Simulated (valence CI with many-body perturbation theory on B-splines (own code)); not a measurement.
**Which ion has this spectrum?**

A relativistic CI+MBPT calculation for an atom or ion with 23 electrons gives these levels (eV):

```
   J  Parity       E     g
 5/2    even   0.000  1.77
 5/2    even  11.063  1.13
 7/2    even  17.700  1.12
 3/2    even  18.277  1.31
11/2    even  18.655  1.17
 9/2    even  20.554  1.16
 5/2    even  20.779  1.11
 1/2    even  22.049  1.88
 7/2    even  25.769  1.19
 5/2    even  26.917  1.22
 7/2    even  29.642  1.17
11/2    even  30.062  1.04
 3/2    even  30.758  0.88
 1/2    even  31.761  0.66
```

The energies are calculated, and their last digits are not significant.

Q: Which is it?
A. Xe31+
B. Sb28+
C. I30+
D. Te29+

A: C. I30+, ground level (3d3/2^4 3d5/2) J=5/2 [a].
